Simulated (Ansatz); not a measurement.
Input for Ansatz (an electronic-structure program): U-r2SCAN/cc-pVTZ on FHSe (SMILES F[SeH]), a point of a bond scan (R = 1.182 Å).

Ansatz 0.2 input:
```yaml
crystal:
  periodic: [false, false, false]
  atoms:
    - {symbol: Se, position_ang: [-0.11560586, -0.22336041, 0.25952766]}
    - {symbol: H, position_ang: [-0.74278416, -0.80867283, -0.55408993]}
    - {symbol: F, position_ang: [0.53668645, 0.94991721, -0.89627180]}
basis:
  gaussian:
    orbitals: cc-pVTZ
hamiltonian:
  xc: {name: r2SCAN}
magnetization: {spin_polarized: true, initial_magnetization: 0}
```

The head of its log:

```
WARN ansatz: RAYON_NUM_THREADS=1 ignored (pool sized by the plan → 1); use --threads N
Functional definition: r2SCAN
integrals: 0.02 GiB planned
586 factors; their error is unknown
mean field: 0.25 GiB planned
mean field evaluation 1: about -68080.0234 eV, gradient 2.1e1 eV
mean field evaluation 2: about -68075.3787 eV, gradient 4.4e1 eV
```

Question: Give the final energy of this run.

Answer: -2501.9385 hartree.
